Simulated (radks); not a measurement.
V, 23 electrons, occupied as [Ar] 3d3 4s2 (the NIST ground configuration).

Method: non-relativistic Kohn-Sham, PBE, spin-unpolarised, spherical densities, point nucleus; computed with a radial shooting solver on a logarithmic mesh with Libxc functionals.

Energy parts (hartree):
part                       energy
total                  -943.58213
kinetic                 942.75291
electron-nucleus      -2236.81563
Hartree                 395.29796
exchange-correlation    -44.81738

Orbitals (lengths in bohr, moments of r in powers of bohr; <r^-3> diverges for s and p1/2):
| orbital | occ. | eigenvalue (hartree) | <r> | <1/r> | <r^4> | <r^-3> |
|---|---|---|---|---|---|---|
| 1s | 2 | -195.7136 | 0.06705 | 22.52 | 0.00009306 | - |
| 2s | 2 | -21.87116 | 0.3110 | 4.736 | 0.02289 | - |
| 2p | 6 | -18.44758 | 0.2751 | 4.677 | 0.01779 | 302.0 |
| 3s | 2 | -2.54156 | 0.9560 | 1.470 | 1.806 | - |
| 3p | 6 | -1.61330 | 1.019 | 1.346 | 2.647 | 35.50 |
| 3d | 3 | -0.19647 | 1.436 | 0.9636 | 23.43 | 2.574 |
| 4s | 2 | -0.17079 | 3.378 | 0.3841 | 295.2 | - |

The highest occupied level is 4s at -4.647 eV. The density falls to 0.001 e/bohr^3 at r = 4.75 bohr. Virial ratio -V/T = 2.00088. The electron density at the nucleus is 8187 e/bohr^3. Summed over all electrons, <r^2> = 45.06 bohr^2, which gives a Langevin (diamagnetic) susceptibility term of -35.7 x 10^-6 cm^3/mol.
